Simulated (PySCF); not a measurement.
Ligands exchanged one at a time, Ga Br-SH. All species are isolated molecules in the gas phase. One relaxed conformer stands for each flexible species; it need not be the lowest. Strings in code marks are SMILES.

The HOMO from two functionals at the same geometries (B3LYP-D3(BJ)/def2-TZVP), both in PySCF: PBE-D3(BJ)/def2-TZVP and B3LYP-D3(BJ)/def2-TZVP. B3LYP has the VWN-RPA correlation part, as in Gaussian. 

```csv
species,PBE-D3(BJ)/def2-TZVP (eV),B3LYP-D3(BJ)/def2-TZVP (eV)
0 of 3 Br replaced by SH,-7.41,-8.42
1 of 3 Br replaced by SH (`[Br][Ga]([Br])[SH]` (H–S–Ga–Br torsion 180°)),-7.01,-7.98
2 of 3 Br replaced by SH,-6.69,-7.65
3 of 3 Br replaced by SH (`[SH][Ga]([SH])[SH]`),-6.44,-7.39
```

Over these rows, drawn at random from the members with no instability flagged (it was tested for open shells, ions and some series alone), PBE minus B3LYP-D3(BJ): mean +0.97 eV, from +0.95 eV to +1.01 eV.
